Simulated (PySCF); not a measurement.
C6H7FNO (doublet state).
Z-matrix (Å and degrees, GFN2-xTB geometry), rows numbered from 1:
```
F 
C   1  1.3381
O   2  1.3619  1  115.18
N   3  1.3611  2  108.77  1  -152.09
C   4  1.2777  3  109.90  2     2.92
C   2  1.5004  1  123.41  3  -141.11
C   6  1.5274  2  114.32  1    29.39
C   7  1.4978  6  119.23  2   -90.03
C   8  1.4977  7   60.05  6  -108.82
H   5  1.0718  4  120.28  3   178.57
H   6  1.0989  2  112.48  1   -94.14
H   7  1.0830  6  113.21  2    54.86
H   8  1.0786  7  118.25  9  -108.73
H   8  1.0792  7  117.94  9   108.24
H   9  1.0798  7  118.12  8  -108.19
H   9  1.0789  7  118.16  8   108.53
```

The hyperfine couplings belong to this conformer and change with its torsions.

As a line formula: `F[C]1ON=C[C@@H]1C1CC1` [radical].

Method: UKS B3LYP, pcH-1 on C F H N O, non-relativistic, mean-field spin-orbit, GIAO (PySCF). One conformer (not necessarily the lowest) at the GFN2-xTB geometry, without solvent, vibrations or thermal averaging. A GFN2-xTB geometry isn't a minimum of the functional, and hyperfine couplings can be far from their values at a DFT geometry. The SCF solution wasn't tested for stability.

(1) Give the principal g shifts and their parts.

(2) What are the electron Larmor frequencies g μB B/h along the three axes at 340 mT?

(3) What effective moment and Curie constant follow for a powder?

(4) At 9.466 GHz, how far is the centre of the isotropic spectrum from where a free electron (g = 2.002319) resonates?

(5) In a frozen sample, at which fields do the three g values resonate at 9.5, 34, 94 and 263 GHz (hyperfine left aside), and which band first spreads them over more than twice a line width of 0.5 mT?

## Answers

(1) 
```json
{"Δg (ppm)": "relativistic mass correction", "1": "-229", "2": "-229", "3": "-229"}
{"Δg (ppm)": "gauge correction", "1": "20", "2": "-16", "3": "10"}
{"Δg (ppm)": "orbital Zeeman/spin–orbit", "1": "-169", "2": "1725", "3": "1895"}
{"Δg (ppm)": "total", "1": "-379", "2": "1480", "3": "1676"}
```

So g = 2.00194, 2.00380, 2.00400 and g_iso = 2.00324; the tensor is close to axial: the two nearest values differ by 10 % of g3 − g1. 

(2) 9.5267, 9.5355, 9.5365 GHz for g1, g2 and g3, a range of 9.8 MHz.

(3) With the mean of g² = 4.0130 and S(S+1) = 0.75: μ_eff = √(⟨g²⟩S(S+1)) = 1.735 μB and χT = 0.12505·⟨g²⟩·S(S+1) = 0.376 cm³ K/mol (cgs; spin-Hamiltonian part alone).

(4) B = hν/(g μB) with μB/h = 13.99624 MHz/mT gives 337.77 mT for the free electron and 337.61 mT at g_iso, 0.16 mT lower.

(5) 
| band | GHz | B(g3) mT | B(g2) mT | B(g1) mT | spread mT |
| --- | --- | --- | --- | --- | --- |
| X | 9.5 | 338.70 | 338.73 | 339.05 | 0.35 |
| Q | 34.0 | 1212.19 | 1212.31 | 1213.43 | 1.24 |
| W | 94.0 | 3351.35 | 3351.68 | 3354.79 | 3.44 |
| J | 263.0 | 9376.65 | 9377.56 | 9386.27 | 9.63 |

The spread grows in proportion to the frequency. Q band is the first where it exceeds 1.0 mT.

The largest Mulliken spin populations are on C2 (+0.79) and C5 (+0.08). No atom but C2 exceeds +0.15. The angles at C2 add up to 349.3°, so it is slightly pyramidal.

The HOMO–LUMO gaps are 4.41 eV among the α and 6.34 eV among the β orbitals.

On one thread, Arm Neoverse V2 (aarch64), shared host, this took 96 s of wall time (grids of density and orbitals included) and 1.1 GiB of memory at its peak.
